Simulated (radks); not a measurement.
Values are calculated unless marked as measured or tabulated.
Ionisation of neutral antimony, [Kr] 4d10 5s2 5p3, to [Kr] 4d10 5s2 5p2 as the strength of local exchange is varied. Code: a radial shooting solver on a logarithmic mesh with Libxc functionals. Model: Dirac Kohn-Sham, Slater X-alpha exchange (alpha = 2/3 is LDA exchange), no correlation, spin-unpolarised, spherical densities, finite nucleus; open shells fill j = l - 1/2 first; Fermi nuclear charge, rms radius 4.6802 fm.

alpha,E(Sb) (hartree),exchange (hartree),IE (eV),-e of the level emptied (eV),<r> of it (bohr)
0.551,-6445.25584,-131.77557,6.195,2.924 (5p3/2),3.176
0.588,-6454.11060,-140.81344,6.470,3.155 (5p3/2),3.130
0.653,-6469.69506,-156.74813,6.966,3.578 (5p3/2),3.055
0.667,-6473.05651,-160.18977,7.075,3.672 (5p3/2),3.040
0.724,-6486.75998,-174.23713,7.528,4.063 (5p3/2),2.980
0.732,-6488.68553,-176.21318,7.592,4.119 (5p3/2),2.971
0.992,-6551.56765,-241.03519,9.822,6.101 (5p3/2),2.740

NIST Atomic Spectra Database: 8.608 eV (measured). The Delta-SCF value meets it near alpha = 0.85. Spin polarisation and multiplet splitting are left out, so open shells lie too high by an amount that depends on their filling.

Beside tabulated values, note that spin-unpolarised runs miss the spin-polarisation part of the exchange energy of open shells.
